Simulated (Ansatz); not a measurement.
Reaction (substitution at a C–C bond): `N=CCS` + `[SiH3]CS` → `[SiH3]CSCS` + `C=N`

Gas-phase electronic energies from Ansatz, PBE0-D4/def2-TZVP geometries. CBS: MP2 limit from def2 TZ/QZ plus the TZ coupled-cluster correction, frozen cores. This one scheme is used for every species. One conformer a species, not always the lowest.

```csv
species,HF/def2-SVP energy (Eh)
`N=CCS`,-530.37483
`[SiH3]CS`,-727.56889
`[SiH3]CSCS`,-1163.96626
`C=N`,-93.95967
```

Q: Work out ΔE.

A: ΔE = (-1163.96626) + (-93.95967) − (-530.37483) − (-727.56889) = 0.01779 Eh = +46.7 kJ/mol. CCSD(T)/CBS gives +27.4 kJ/mol.

Largest T1 diagnostic among the species: 0.012.

The D4 term adds −6.4 kJ/mol with B3LYP and −3.7 kJ/mol with PBE0; it sums over pairs of atoms, weighted by their polarisabilities, and B3LYP, whose exchange is more repulsive, gets the larger term. At CCSD(T), def2-SVP lies +12.2 kJ/mol from the extrapolated value and def2-TZVPP +3.2 kJ/mol.

B3LYP here is the variant with VWN-RPA as its local correlation; programs differ in this.
